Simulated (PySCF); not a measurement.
## Working out the ionisation energy of Sc

Sc [Ar] 3d1 4s2 (2D) → Sc⁺ [Ar] 3d1 4s1 (3D). Computed with PySCF 2.14 in x2c-TZVPall, with scalar relativity by spin-free X2C-1e. Frozen: [Ar]. Energies in hartree (1 hartree = 27.21139 eV):

```csv
part,Sc (lower),Sc⁺ (upper)
UHF,-763.275899,-763.077658
MP2 opposite-spin,-0.024354,0.000000
MP2 same-spin,-0.002587,-0.002690
```

**Question.** What does Hartree-Fock give?

**Answer.** (-763.077658) − (-763.275899) = 0.198241 hartree = 5.394 eV.

**Question.** What do MP2 and SCS-MP2 (6/5 opposite-spin, 1/3 same-spin) give?

**Answer.** The opposite-spin parts differ by 0.663 eV and the same-spin parts by -0.003 eV. MP2: 5.394 + (0.663) + (-0.003) = 6.054 eV. SCS-MP2: 5.394 + 1.2 × (0.663) + (-0.003)/3 = 6.189 eV.

Measured between the centres of the two terms (NIST): 6.562 eV, so MP2 (valence) is off by -0.508 eV.

What remains against the reference includes basis incompleteness, the frozen core and correlation beyond second order.
